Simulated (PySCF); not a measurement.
C₄H₃F, SMILES C#C/C=C\F.

The structure is a stationary point at PBE-D3(BJ)/def2-SVP. The structure was generated by enumeration; whether it is a known compound was not checked.

Method: PySCF with PBE-D3(BJ)/def2-SVP.

Harmonic, unscaled wavenumbers; measured fundamentals usually lie a few per cent lower.

| mode | ν (cm⁻¹) | IR (km/mol) | moving atoms (share of kinetic energy) |
|---|---|---|---|
| 1 | 140 | 1.9 | C 50 %, F 39 %, H 11 % |
| 2 | 277 | 12.8 | C 70 %, H 26 % |
| 3 | 370 | 4.6 | C 72 %, F 19 %, H 8 % |
| 4 | 547 | 0.1 | C 82 %, H 14 % |
| 5 | 605 | 38.8 | H 81 %, C 19 % |
| 6 | 655 | 32.7 | H 78 %, C 22 % |
| 7 | 738 | 13.3 | C 80 %, F 12 % |
| 8 | 739 | 26.4 | H 72 %, C 25 % |
| 9 | 877 | 0.3 | H 75 %, C 25 % |
| 10 | 943 | 11.9 | C 76 %, H 12 %, F 12 % |
| 11 | 1078 | 49.7 | H 56 %, C 29 %, F 15 % |
| 12 | 1234 | 59.9 | H 66 %, C 18 %, F 16 % |
| 13 | 1363 | 14.9 | H 59 %, C 40 % |
| 14 | 1665 | 81.7 | C 93 % |
| 15 | 2151 | 1.9 | C 92 %, H 8 % |
| 16 | 3101 | 3.5 | H 92 % |
| 17 | 3132 | 6.4 | H 91 %, C 9 % |
| 18 | 3408 | 78.9 | H 86 %, C 14 % |
